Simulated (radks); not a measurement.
Results of a calculation; reference values are marked as such.
Problem. The mean radii <r> (bohr) of the occupied orbitals of an atom or ion are listed with their occupations. Code: a radial shooting solver on a logarithmic mesh with Libxc functionals. Model: scalar-relativistic Kohn-Sham, LB94 model potential, spin-polarised, spherical densities, finite nucleus; Fermi nuclear charge, rms radius of each element as measured or else 0.836 A^(1/3) + 0.57 fm.

| orbital | occ. | <r> |
|---|---|---|
| 1s up | 1 | 0.02360 |
| 1s down | 1 | 0.02360 |
| 2s down | 1 | 0.1008 |
| 2s up | 1 | 0.1008 |
| 2p down | 3 | 0.08859 |
| 2p up | 3 | 0.08859 |
| 3s down | 1 | 0.2660 |
| 3s up | 1 | 0.2660 |
| 3p down | 3 | 0.2640 |
| 3p up | 3 | 0.2640 |
| 3d down | 5 | 0.2411 |
| 3d up | 5 | 0.2411 |
| 4s up | 1 | 0.6054 |
| 4s down | 1 | 0.6054 |
| 4p up | 3 | 0.6398 |
| 4p down | 3 | 0.6397 |
| 4d up | 5 | 0.6964 |
| 4d down | 5 | 0.6961 |
| 5s up | 1 | 1.388 |
| 5s down | 1 | 1.393 |
| 5p up | 3 | 1.574 |
| 5p down | 3 | 1.584 |
| 4f up | 2 | 0.8760 |

Name the element and its charge. Open shells, if any, are filled with parallel spins first.

Solution. Z = 60, neodymium, charge +4: Nd4+ in [Xe] 4f2. The 1s radius gives Z: for a bare nucleus <r> = (2 gamma + 1)/(2Z) with gamma = sqrt(1 - (Z/c)^2), 0.02332 bohr for Z = 60, and screening makes it slightly larger (0.02360 here). The occupations add up to 56, and the charge is Z minus that.
